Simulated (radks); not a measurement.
Values are calculated unless marked as measured or tabulated.
Trend from B3+ to Ne3+: ionisation energy by Delta-SCF between NIST ground configurations, and size. Level of theory: non-relativistic Kohn-Sham, PBEsol, spin-unpolarised, spherical densities, point nucleus (a radial shooting solver on a logarithmic mesh with Libxc functionals).

| species | configuration | configuration of the ion | IE (eV) | NIST (eV) | kind | outermost | <r> outermost (bohr) | r at 0.001 e/bohr^3 (bohr) |
|---|---|---|---|---|---|---|---|---|
| B3+ | [He] | 1s1 | 264.06 | 259.37 | theory | 1s | 0.327 | 1.23 |
| C3+ | [He] 2s1 | [He] | 63.395 | 64.494 | exp. | 2s | 1.29 | 2.46 |
| N3+ | [He] 2s2 | [He] 2s1 | 77.468 | 77.474 | exp. | 2s | 1.11 | 2.42 |
| O3+ | [He] 2s2 2p1 | [He] 2s2 | 76.642 | 77.414 | exp. | 2s | 0.979 | 2.34 |
| F3+ | [He] 2s2 2p2 | [He] 2s2 2p1 | 85.589 | 87.18 | semi-emp. | 2s | 0.879 | 2.26 |
| Ne3+ | [He] 2s2 2p3 | [He] 2s2 2p2 | 94.435 | 97.190 | semi-emp. | 2s | 0.798 | 2.18 |

Reference values: NIST Atomic Spectra Database (exp. = measured, semi-emp. = semi-empirical, theory = theoretical value adopted there). Spin polarisation and multiplet splitting are left out, so open shells lie too high by an amount that depends on their filling.

Beside tabulated values, note that spin-unpolarised runs miss the spin-polarisation part of the exchange energy of open shells.
